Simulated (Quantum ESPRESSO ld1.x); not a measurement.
The lutetium ion Lu+, configuration [Xe] 4f14 6s1 6p1 (not the ground configuration).

Calculated with ld1.x of Quantum ESPRESSO 7.5: Dirac Kohn-Sham, PBE, spin-unpolarised, spherical densities, point nucleus; open shells are shared between the two j in proportion to 2j + 1.

Energy parts (eV):
| part | energy |
|---|---|
| total | -396762 |
| kinetic | 442380 |
| electron-nucleus | -986089 |
| Hartree | 155160 |
| exchange-correlation | -8213 |

Orbitals (lengths in bohr, moments of r in powers of bohr; <r^-3> diverges for s and p1/2):
orbital      occ.  eigenvalue (eV)   <1/r>  <r^-3>
1s1/2           2         -63174.8   82.25       -
2s1/2           2         -10755.5   19.89       -
2p1/2           2         -10265.1   19.86       -
2p3/2           4         -9147.45   16.96   14150
3s1/2           2         -2445.24   7.294       -
3p1/2           2         -2228.55   7.208       -
3p3/2           4         -1990.16   6.463    3144
3d3/2           4         -1622.88   6.352   539.7
3d5/2           6         -1570.84   6.173   465.5
4s1/2           2         -495.016   3.054       -
4p1/2           2         -406.823   2.943       -
4p3/2           4         -352.602   2.683   715.1
4d3/2           4         -207.755   2.462   106.0
4d5/2           6         -197.860   2.398   89.60
4f5/2           6         -20.7652   1.847   14.32
4f7/2           8         -19.2402   1.815   13.61
5s1/2           2         -71.3235   1.144       -
5p1/2           2         -46.8676   1.011       -
5p3/2           4         -39.8796  0.9216   90.20
6s1/2           1         -11.8503  0.3904       -
6p1/2    0.333333          -7.7063  0.3151       -
6p3/2    0.666667          -7.0659  0.2952   8.521

The highest occupied level is 6p3/2 at -7.066 eV. Summed over all electrons, <r^2> = 63.39 bohr^2, which gives a Langevin (diamagnetic) susceptibility term of -50.2 x 10^-6 cm^3/mol. The density falls to 0.001 e/bohr^3 at r = 4.91 bohr.
